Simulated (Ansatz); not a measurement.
All values below come from PBE-D3(BJ)/def2-SVP (Ansatz, a first-principles code). No frequencies were computed at this level.

Ansatz 0.2 input:
```yaml
crystal:
  periodic: [false, false, false]
  atoms:
    - { symbol: Nb, position_ang: [-0.000014, 0.00003, 0.000127] }
    - { symbol: Cl, position_ang: [-1.327771, -1.67147, 0.733881] }
    - { symbol: Cl, position_ang: [1.801312, -1.437251, -0.014492] }
    - { symbol: Cl, position_ang: [0.258397, 0.346236, -2.215767] }
    - { symbol: Cl, position_ang: [1.069354, 1.325206, 1.481638] }
    - { symbol: Cl, position_ang: [-1.801291, 1.43726, 0.014665] }
basis:
  gaussian: { orbitals: def2-svp }
hamiltonian:
  xc: pbe
  dispersion: d3bj
relax:
  max_steps: 150
```

Output:

```
Functional definition: PBE
1252 factors; their error is unknown
mean field evaluation 1: about -64126.6298 eV, gradient 1.8e1 eV
mean field evaluation 2: about -64122.1650 eV, gradient 4.7e1 eV
mean field evaluation 4: about -64127.3371 eV, gradient 5.0e0 eV
mean field evaluation 8: about -64127.3345 eV, gradient 1.0e-1 eV
mean field evaluation 16: about -64127.3345 eV, gradient 3.6e-5 eV
mean field -64127.33453624 eV, -2356.6360771382 hartree, gradient 3.6e-5 eV, S^2 0.000000; 0 other end points of the search recorded, 0 dependent functions left out
reference -64127.33461168 eV, -2356.6360799105 hartree; 49, 49 occupied and 72, 72 virtual orbitals, 1252 factors
relax step   1: F+E_penalty+E_count = -64127.67816725 eV  Δ(F+E_penalty+E_count) = +0.000e0 eV  max|allowed force component| = 6.280e-1 eV/Å  Δτ_max = 0.0000 Å  (28 SCF iters, accepted)
these checks for a lower state are left out or cut short: starts, cluster_reference, orbital_swaps, neighbouring_geometries, increment
1252 factors; their error is unknown
mean field -64127.38491642 eV, -2356.6379285758 hartree, gradient 2.1e-5 eV, S^2 0.000000; 0 other end points of the search recorded, 0 dependent functions left out
reference -64127.38499216 eV, -2356.6379313591 hartree; 49, 49 occupied and 72, 72 virtual orbitals, 1252 factors
relax step   2: F+E_penalty+E_count = -64127.72090570 eV  Δ(F+E_penalty+E_count) = -4.274e-2 eV  max|allowed force component| = 1.868e-1 eV/Å  Δτ_max = 0.0450 Å  (30 SCF iters, accepted)
these checks for a lower state are left out or cut short: starts, cluster_reference, orbital_swaps, neighbouring_geometries, increment
1252 factors; their error is unknown
mean field -64127.38880837 eV, -2356.6380716022 hartree, gradient 2.2e-5 eV, S^2 0.000000; 0 other end points of the search recorded, 0 dependent functions left out
reference -64127.38888403 eV, -2356.6380743827 hartree; 49, 49 occupied and 72, 72 virtual orbitals, 1252 factors
relax step   3: F+E_penalty+E_count = -64127.72681449 eV  Δ(F+E_penalty+E_count) = -5.909e-3 eV  max|allowed force component| = 3.738e-3 eV/Å  Δτ_max = 0.0132 Å  (29 SCF iters, accepted)
1252 factors; their error is unknown
mean field evaluation 32: about -64127.4598 eV, gradient 9.3e-2 eV
mean field -64127.38880837 eV, -2356.6380716022 hartree, gradient 2.2e-5 eV, S^2 0.000000; 1 other end points of the search recorded, 0 dependent functions left out
reference -64127.38888403 eV, -2356.6380743827 hartree; 49, 49 occupied and 72, 72 virtual orbitals, 1252 factors
Total energy: -64127.72689015 eV, -2356.6504958787 hartree
Atom 0 at    -0.000017    -0.000012     0.000020 Å, force     0.000093    -0.000058    -0.000426 eV/Å
Atom 1 at    -1.346437    -1.694918     0.744298 Å, force    -0.002298    -0.003217     0.001328 eV/Å
Atom 2 at     1.826114    -1.457101    -0.014848 Å, force    -0.003057     0.002296     0.000240 eV/Å
Atom 3 at     0.262101     0.351136    -2.246679 Å, force     0.000216     0.000761    -0.003738 eV/Å
Atom 4 at     1.084404     1.343880     1.502497 Å, force     0.002096     0.002478     0.002787 eV/Å
Atom 5 at    -1.826178     1.457025     0.014763 Å, force     0.002951    -0.002260    -0.000191 eV/Å
Dipole moment:    -0.000006     0.000012     0.000068 e Å
```

Cost: very roughly 20 core-seconds.
